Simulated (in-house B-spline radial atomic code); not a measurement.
A fraction x of an electron is removed from 4p in Nb VI (Nb5+), starting from [Ar] 3d10 4s2 4p6 and keeping the highest spin. Level of theory: scalar-relativistic (X2C) PW91, spin-polarised, spherical fractional occupations, Fermi nucleus of rms radius 4.324 fm; calculated with an all-electron radial atomic-structure program (B-spline basis).

| x | E(x) - E(0) (eV) | 4p down level (eV) |
| --- | --- | --- |
| 0 | 0.0000 | -94.069 |
| 0.01 | 0.9415 | -94.238 |
| 0.2 | 19.1513 | -97.447 |
| 0.32 | 30.9670 | -99.483 |
| 0.4 | 38.9800 | -100.843 |
| 0.5 | 49.1496 | -102.548 |
| 0.61 | 60.5332 | -104.428 |
| 0.67 | 66.8297 | -105.456 |
| 0.81 | 81.7616 | -107.859 |
| 0.99 | 101.4551 | -110.959 |
| 1 | 102.5655 | -111.132 |

The exact functional would give a straight line between the two integer points. Deviations E(x) - E(0) - x[E(1) - E(0)], in eV: -0.084 at x = 0.01, -1.362 at x = 0.2, -1.854 at x = 0.32, -2.046 at x = 0.4, -2.133 at x = 0.5, -2.032 at x = 0.61, -1.889 at x = 0.67, -1.316 at x = 0.81, -0.085 at x = 0.99.

The curve lies below the straight line by up to 2.133 eV (at x = 0.5): convex, the delocalisation error that favours fractional charges.

Q: How well does Slater's transition state (minus the level at half occupation) give the ionisation energy?

A: It gives 102.548 eV against 102.566 eV from the two total energies; NIST lists 102.07 eV, ground level to ground level.
